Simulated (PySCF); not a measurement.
Job file and geometry (Å, from GFN2-xTB) of an NMR shielding run on `[SiH3]CB1OCOC=C1[SiH3]`, C$_{4}$H$_{11}$BO$_{2}$Si$_{2}$, GIAO PBE0/pcSseg-1 NMR shielding, non-relativistic, gas phase (PySCF 2.14.0, density-fitted response routines); density fitting, a coarse starting grid and PySCF grid level 2 are the driver's defaults:

```
$ OMP_NUM_THREADS=1 python probes_run.py task.json out

{"job": {"kind": "nmr", "xc": "PBE0", "basis": "pcSseg-1"}, "charge": 0, "multiplicity": 1}
Si     2.658542    -0.542008     0.238891
C      1.332767    -0.428768    -1.123430
B      0.110580     0.402622    -0.606878
O      0.179067     1.759699    -0.691271
C     -0.879050     2.519812    -0.209285
O     -1.501875     2.018491     0.942024
C     -1.723054     0.672165     0.957353
C     -1.089375    -0.215377     0.181534
Si    -1.504729    -2.037871     0.282416
H      2.100916    -1.139058     1.457293
H      3.749886    -1.393257    -0.250886
H      3.190948     0.785091     0.555129
H      1.795049     0.040688    -1.990687
H      1.042049    -1.438897    -1.407998
H     -0.503474     3.515490     0.055399
H     -1.638570     2.615698    -1.011697
H     -2.459674     0.430938     1.715179
H     -1.805528    -2.536109    -1.065274
H     -2.681130    -2.217341     1.139182
H     -0.378493    -2.801329     0.829970
```

Question: What does the program print?

Answer: 
```
coarse grid: 17672 points
cycle   1  E = -912.4803698807  dE =  1.145e+00  |g| = 7.966e-01  |ddm| = 4.038e+00
cycle   2  E = -912.3663744168  dE =  1.140e-01  |g| = 1.100e+00  |ddm| = 1.371e+00
cycle   3  E = -912.6022967982  dE = -2.359e-01  |g| = 1.270e-01  |ddm| = 8.937e-01
cycle   4  E = -912.6050522541  dE = -2.755e-03  |g| = 6.189e-02  |ddm| = 1.448e-01
cycle   5  E = -912.6057731681  dE = -7.209e-04  |g| = 1.675e-02  |ddm| = 5.152e-02
cycle   6  E = -912.6058202541  dE = -4.709e-05  |g| = 6.100e-03  |ddm| = 1.657e-02
cycle   7  E = -912.6058288319  dE = -8.578e-06  |g| = 1.186e-03  |ddm| = 6.187e-03
final grid: 161400 points
cycle   8  E = -912.6759289161  dE = -2.203e-05  |g| = 1.400e-02  |ddm| = 2.830e-02
cycle   9  E = -912.6758707271  dE =  5.819e-05  |g| = 2.237e-02  |ddm| = 2.339e-02
cycle  10  E = -912.6759645581  dE = -9.383e-05  |g| = 2.139e-03  |ddm| = 1.592e-02
cycle  11  E = -912.6759656712  dE = -1.113e-06  |g| = 3.788e-04  |ddm| = 2.075e-03
cycle  12  E = -912.6759656963  dE = -2.505e-08  |g| = 1.650e-04  |ddm| = 4.271e-04
cycle  13  E = -912.6759657021  dE = -5.844e-09  |g| = 2.993e-05  |ddm| = 1.539e-04
cycle  14  E = -912.6759657022  dE = -1.132e-10  |g| = 1.505e-05  |ddm| = 2.949e-05
converged SCF energy = -912.6759657022

GIAO shielding tensors (ppm)
atom      isotropic    diamagn.    paramagn.     s11        s22        s33       span
  0 Si     422.727     880.338    -457.611    393.525    407.423    467.232     73.707
  1 C      183.431     260.440     -77.009    171.164    179.956    199.175     28.011
  2 B       59.440     193.270    -133.830     12.177     58.531    107.613     95.436
  3 O      159.903     396.391    -236.487      8.368    182.797    288.545    280.176
  4 C       96.763     239.958    -143.194     79.993     98.346    111.951     31.958
  5 O      154.721     396.749    -242.028     14.675    176.456    273.032    258.357
  6 C       14.335     251.498    -237.163   -102.351     49.031     96.324    198.675
  7 C       81.628     269.773    -188.146    -22.867     79.510    188.240    211.106
  8 Si     423.830     881.795    -457.965    390.521    414.715    466.253     75.732
  9 H       27.831      30.309      -2.478     24.162     27.419     31.912      7.750
 10 H       27.582      28.494      -0.912     24.214     24.993     33.538      9.324
 11 H       27.819      29.549      -1.730     24.150     26.336     32.970      8.820
 12 H       31.127      31.892      -0.765     27.241     28.239     37.901     10.659
 13 H       31.197      34.137      -2.940     26.850     29.750     36.991     10.140
 14 H       25.897      27.470      -1.574     21.307     25.829     30.555      9.248
 15 H       26.047      28.281      -2.234     21.193     25.740     31.207     10.014
 16 H       24.489      31.157      -6.668     20.739     24.674     28.054      7.316
 17 H       27.431      29.675      -2.243     24.315     25.634     32.344      8.029
 18 H       27.713      29.598      -1.886     24.573     26.056     32.509      7.935
 19 H       27.348      30.460      -3.112     23.661     26.896     31.489      7.828
```

Size and cost of the density-fitted run: 222 basis functions, 81 s wall time on 1 thread of an Arm Neoverse N1, shared host; peak memory 0.93 GiB.
